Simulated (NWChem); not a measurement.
# Correlation energy of CF2

```xyz
3

F      1.0291     0.0000    -0.1980
C      0.0000     0.0000     0.5940
F     -1.0291     0.0000    -0.1980
```
Charge 0, spin multiplicity 1.

The numbers come from NWChem runs, not from measurements. Structure: optimised with B3LYP/def2-SVP, a minimum by its harmonic frequencies.

Basis set: def2-SVP. Each correlation energy counts from its own Hartree-Fock reference.

The correlated methods keep 3 core orbitals frozen. The structure started from a generated list of species. Coupled-cluster values serve here as a point of comparison, not as the truth.

Q: For the correlation energy, CR-CCSD(T) gives -502.2 mHa and CCSD gives -492.7 mHa. What do CCSD+T(CCSD), CCSD(T), SCS-MP2 give?

A: CCSD+T(CCSD): -506.4 mHa; CCSD(T): -504.4 mHa; SCS-MP2: -461.5 mHa.
